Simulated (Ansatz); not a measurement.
C2H7As⁺, that is AsH2Et with one electron fewer. Total charge 1; doublet. Geometry PBE0-D4/def2-SVP; atoms count from 1.

```
atom    x (Å)    y (Å)    z (Å)
 As1   0.8336  -1.4412   0.1513
  H2   1.9778  -1.1386  -0.7791
  H3   1.4036  -2.0972   1.3801
  C4  -0.2607   0.1090   0.5395
  C5  -0.7202   0.8703  -0.6870
  H6   0.4127   0.7000   1.1935
  H7  -1.0885  -0.2626   1.1646
  H8  -1.2713   1.7602  -0.3467
  H9   0.1185   1.2208  -1.3056
 H10  -1.4055   0.2793  -1.3106
```

Q: Estimate the Mulliken populations from the PBE0/def2-TZVP orbitals of Ansatz.

A: 
| atom | charge (e) | spin (α − β) |
| --- | --- | --- |
| As1 | 0.32 | 0.90 |
| H2 | 0.19 | 0.01 |
| H3 | 0.19 | 0.01 |
| C4 | -0.25 | 0.04 |
| C5 | -0.39 | 0.00 |
| H6 | 0.21 | 0.04 |
| H7 | 0.20 | 0.00 |
| H8 | 0.19 | 0.00 |
| H9 | 0.16 | 0.00 |
| H10 | 0.17 | 0.00 |
Mulliken values depend strongly on the basis.

Q: Where does the spin sit?

A: Summed by element: As 0.90, H 0.06, C 0.04, of 1 unpaired in all. Largest on single atoms: As1 0.90, C4 0.04, H6 0.04.

Q: And the Mayer bond orders between heavy atoms (over 0.3)?

A: As1–C4 0.95 (1.94 Å); C4–C5 1.01 (1.52 Å).
